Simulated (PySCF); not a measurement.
Mayer bond orders and bond lengths

Compound: C₅H₁₁FOSi₂.
SMILES with atom numbers: `[OH:1][CH2:2][C@@H:3]1[SiH2:4][CH:5]=[CH:6][SiH2:7][C@H:8]1[F:9]` (hydrogens: H10 on O1; H11, H12 on C2; H13 on C3; H14, H15 on Si4; H16 on C5; H17 on C6; H18, H19 on Si7; H20 on C8)

Geometry (GFN2-xTB, Å), atoms numbered from 1 in this order:
```xyz
20
C5H11FOSi2 angstrom
O      2.7711    0.8128   -0.2414
C      2.1634   -0.4629   -0.2127
C      0.6797   -0.2269   -0.4611
Si     0.2880    1.4649    0.3314
C     -1.5911    1.6141    0.4662
C     -2.4795    0.6446    0.2465
Si    -2.0498   -1.1108   -0.2709
C     -0.1790   -1.3489    0.0819
F      0.2253   -2.5632   -0.4957
H      3.6965    0.7456    0.0154
H      2.3005   -0.9273    0.7740
H      2.6113   -1.1239   -0.9662
H      0.5179   -0.1630   -1.5401
H      0.7701    2.5677   -0.4984
H      0.8308    1.5223    1.6957
H     -1.9572    2.5944    0.7542
H     -3.5369    0.8672    0.3537
H     -2.8048   -2.0930    0.5163
H     -2.2794   -1.3184   -1.7049
H      0.0180   -1.4845    1.1530
```

Bond orders from the PBE0/pcSseg-1 density (PySCF). Isolated species at its GFN2-xTB geometry (one conformer only).

Where do the orders between heavy atoms depart from those drawn in the SMILES?

The largest departure is 0.186, at C8–F9 (drawn single, 0.814). Drawn single, order below 0.88: C3–Si4 (0.835), Si4–C5 (0.858), Si7–C8 (0.866) and C8–F9 (0.814).

Give the Mayer order of every bond between heavy atoms, beside its length.

```csv
bond,drawn as,length (Å),Mayer order
O1–C2,single,1.413,0.940
C2–C3,single,1.523,0.990
C3–Si4,single,1.909,0.835
Si4–C5,single,1.890,0.858
C5–C6,double,1.333,1.949
C6–Si7,single,1.880,0.892
Si7–C8,single,1.919,0.866
C8–F9,single,1.404,0.814
C8–C3,single,1.514,1.016
```

By pair of heavy elements: C–C: lowest C2–C3 (0.990, 1.523 Å), highest C5–C6 (1.949, 1.333 Å). C–Si: lowest C3–Si4 (0.835, 1.909 Å), highest C6–Si7 (0.892, 1.880 Å); in 1 of the 6 pairs the longer bond (by over 0.003 Å) has the higher order (by 0.02 or more).

And the bonds to hydrogen?

H–O: 0.94 (1 bond); C–H: 0.92 to 0.95 (6 bonds); H–Si: 0.94 to 0.95 (4 bonds).

Sum the orders of all bonds at each heavy atom with more than one neighbour and set the sums beside the valence in the SMILES.

O1 1.881 (drawn 2), C2 3.830 (drawn 4), C3 3.759 (drawn 4), Si4 3.587 (drawn 4), C5 3.747 (drawn 4), C6 3.779 (drawn 4), Si7 3.658 (drawn 4), C8 3.625 (drawn 4). Orders between atoms that aren't bonded are not in these sums.

Mayer orders depend on the basis set.
